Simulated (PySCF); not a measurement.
## Electron correlation in Te³⁺ (tellurium, charge +3)

[Kr] 4d10 5s2 5p1, 2P determinant. All numbers are calculated (PySCF 2.14, the spin-free X2C one-electron Hamiltonian (Gaussian nucleus), in ANO-RCC-VTZP (7s6p4d2f1g, 68 functions)). Frozen: [Ar] 3d10; 21 electrons correlated.

```csv
level,correlation energy (mhartree)
CCSD,-590.98
(T),-11.00
CCSD(T),-601.98
```

Diagnostics: T1 = 0.0059, D1 = 0.0292, largest double amplitude 0.073.

Cost of the coupled-cluster step: roughly 20 core-seconds, for 21 correlated electrons.

Iterations:

```
CC2 = 0
CCSD nocc = (np.int64(11), np.int64(10)), nmo = (54, 54)
frozen orbitals [[0, 1, 2, 3, 4, 5, 6, 7, 8, 9, 10, 11, 12, 13], [0, 1, 2, 3, 4, 5, 6, 7, 8, 9, 10, 11, 12, 13]]
max_cycle = 100
direct = 0
conv_tol = 1e-08
conv_tol_normt = 1e-06
diis_space = 8
diis_start_cycle = 0
Init t2, MP2 energy = -0.623847993013185
Init E_corr(UCCSD) = -0.623847993016012
cycle = 1  E_corr(UCCSD) = -0.580162408939842  dE = 0.0436855841  norm(t1,t2) = 0.0507066
cycle = 2  E_corr(UCCSD) = -0.591177018877107  dE = -0.0110146099  norm(t1,t2) = 0.0119942
cycle = 3  E_corr(UCCSD) = -0.590403225231678  dE = 0.000773793645  norm(t1,t2) = 0.00404231
cycle = 4  E_corr(UCCSD) = -0.590987624163692  dE = -0.000584398932  norm(t1,t2) = 0.00123079
cycle = 5  E_corr(UCCSD) = -0.590986532854654  dE = 1.09130904e-06  norm(t1,t2) = 0.000142215
cycle = 6  E_corr(UCCSD) = -0.590979223660885  dE = 7.30919377e-06  norm(t1,t2) = 2.62594e-05
cycle = 7  E_corr(UCCSD) = -0.590980258250362  dE = -1.03458948e-06  norm(t1,t2) = 4.42065e-06
cycle = 8  E_corr(UCCSD) = -0.590980381837832  dE = -1.2358747e-07  norm(t1,t2) = 5.74937e-07
cycle = 9  E_corr(UCCSD) = -0.590980339825881  dE = 4.20119516e-08  norm(t1,t2) = 1.30024e-07
cycle = 10  E_corr(UCCSD) = -0.590980339607058  dE = 2.18822627e-10  norm(t1,t2) = 1.94455e-08
UCCSD converged
E(UCCSD) = -6789.26726746736  E_corr = -0.590980339607058
UCCSD(T) correction = -0.0110018460984934
```
